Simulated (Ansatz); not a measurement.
The cluster Te₂W⁻. The state is a doublet with charge -1. Geometry PBE0-D4/def2-TZVP, that of the neutral singlet; atoms count from 1.

```xyz
3

W    -0.5090   -0.6861    0.3849
Te    1.8465   -0.3074    0.7533
Te   -1.3376    0.9935   -1.1382
```

In the def2 sets Te, W take a core potential; there is no spin–orbit coupling. The charge -1 doublet is spin-contaminated (final ⟨S²⟩ up to 1.53, 0.75 for a pure state). The structure comes from a short search, and lower isomers may exist.

Q: Estimate the Mulliken populations from the PBE0/def2-TZVPD orbitals of Ansatz.

A: 
```json
{"atom": "W1", "charge (e)": "0.08", "spin (α − β)": "0.80", "d electrons": "4.43"}
{"atom": "Te2", "charge (e)": "-0.54", "spin (α − β)": "0.10", "d electrons": "–"}
{"atom": "Te3", "charge (e)": "-0.54", "spin (α − β)": "0.10", "d electrons": "–"}
```
Mulliken values depend strongly on the basis. With diffuse functions, as here, like atoms can get unlike values, and bond orders can come out too low or too high.

Q: Where does the spin sit?

A: Summed by element: W 0.80, Te 0.20, of 1 unpaired in all. Largest on single atoms: W1 0.80, Te2 0.10, Te3 0.10.

Q: And the Mayer bond orders between heavy atoms (over 0.3)?

A: W1–Te2 2.24 (2.41 Å); W1–Te3 2.24 (2.41 Å).
